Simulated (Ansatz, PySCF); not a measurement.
Si(OSiH3)(Me)3 (C3H12OSi2), SMILES [SiH3]O[Si](C)(C)C. Atoms are numbered in the order given.

```xyz
18

C     -1.3751    -0.4839    -1.9639
Si    -0.7594    -0.0053    -0.2655
C     -1.4693    -1.1346     1.0517
C     -1.1600     1.7857     0.1169
O      0.9080    -0.1897    -0.2901
Si     2.3001    -0.0561     0.5879
H     -2.4712    -0.3909    -2.0361
H     -0.9296     0.1592    -2.7401
H     -1.1081    -1.5266    -2.2003
H     -1.0945    -0.8712     2.0547
H     -1.2009    -2.1865     0.8602
H     -2.5698    -1.0701     1.0818
H     -0.7077     2.4617    -0.6272
H     -0.7825     2.0810     1.1099
H     -2.2487     1.9613     0.1107
H      2.2618    -0.9430     1.7927
H      2.5090     1.3514     1.0514
H      3.4523    -0.4567    -0.2686
```
Charge 0, spin multiplicity 1.

Geometry: r2SCAN-D4/def2-SVP. One conformer was computed; it need not be the lowest.

Two levels are set side by side: PBE-D3(BJ)/def2-SVP (Ansatz, a first-principles code) and r2SCAN-D4/def2-SVP (Ansatz). Each level has its own optimised geometry; the coordinates shown are those of the second. Frequencies come from the Hessian of PySCF at each geometry. Differences are taken from unrounded values.

```json
[
 {"quantity": "mean bond length (Å)", "r2SCAN-D4": "1.374"},
 {"quantity": "bond C1–Si2 (Å)", "r2SCAN-D4": "1.869"},
 {"quantity": "bond Si2–C3 (Å)", "r2SCAN-D4": "1.875"},
 {"quantity": "bond Si2–C4 (Å)", "r2SCAN-D4": "1.875"},
 {"quantity": "bond Si2–O5 (Å)", "r2SCAN-D4": "1.678"},
 {"quantity": "bond O5–Si6 (Å)", "r2SCAN-D4": "1.651"},
 {"quantity": "bond C1–H7 (Å)", "r2SCAN-D4": "1.102"},
 {"quantity": "bond C1–H8 (Å)", "r2SCAN-D4": "1.102"},
 {"quantity": "bond C1–H9 (Å)", "r2SCAN-D4": "1.102"},
 {"quantity": "bond C3–H10 (Å)", "r2SCAN-D4": "1.103"},
 {"quantity": "bond C3–H11 (Å)", "r2SCAN-D4": "1.102"},
 {"quantity": "bond C3–H12 (Å)", "r2SCAN-D4": "1.103"},
 {"quantity": "bond C4–H13 (Å)", "r2SCAN-D4": "1.102"},
 {"quantity": "bond C4–H14 (Å)", "r2SCAN-D4": "1.103"},
 {"quantity": "bond C4–H15 (Å)", "r2SCAN-D4": "1.103"},
 {"quantity": "bond Si6–H16 (Å)", "r2SCAN-D4": "1.497"},
 {"quantity": "bond Si6–H17 (Å)", "r2SCAN-D4": "1.496"},
 {"quantity": "highest harmonic wavenumber (cm⁻¹)", "r2SCAN-D4": "3140"},
 {"quantity": "mean harmonic wavenumber (cm⁻¹)", "r2SCAN-D4": "1279"},
 {"quantity": "zero-point energy (kcal/mol)", "r2SCAN-D4": "87.74"}
]
```

Task: What does PBE-D3(BJ) give, and how far is it from r2SCAN-D4? (Estimate from the structure and the level; the computed values follow.)

Result: 
```
quantity                            PBE-D3(BJ)  PBE-D3(BJ) minus r2SCAN-D4
----------------------------------  ----------  --------------------------
mean bond length (Å)                     1.383                       0.009
bond C1–Si2 (Å)                          1.879                       0.011
bond Si2–C3 (Å)                          1.886                       0.011
bond Si2–C4 (Å)                          1.886                       0.011
bond Si2–O5 (Å)                          1.694                       0.017
bond O5–Si6 (Å)                          1.666                       0.015
bond C1–H7 (Å)                           1.110                       0.007
bond C1–H8 (Å)                           1.109                       0.007
bond C1–H9 (Å)                           1.109                       0.007
bond C3–H10 (Å)                          1.109                       0.007
bond C3–H11 (Å)                          1.109                       0.007
bond C3–H12 (Å)                          1.110                       0.007
bond C4–H13 (Å)                          1.109                       0.007
bond C4–H14 (Å)                          1.109                       0.007
bond C4–H15 (Å)                          1.110                       0.007
bond Si6–H16 (Å)                         1.508                       0.012
bond Si6–H17 (Å)                         1.508                       0.012
highest harmonic wavenumber (cm⁻¹)        3078                         -62
mean harmonic wavenumber (cm⁻¹)           1247                         -32
zero-point energy (kcal/mol)             85.54                       -2.20
```
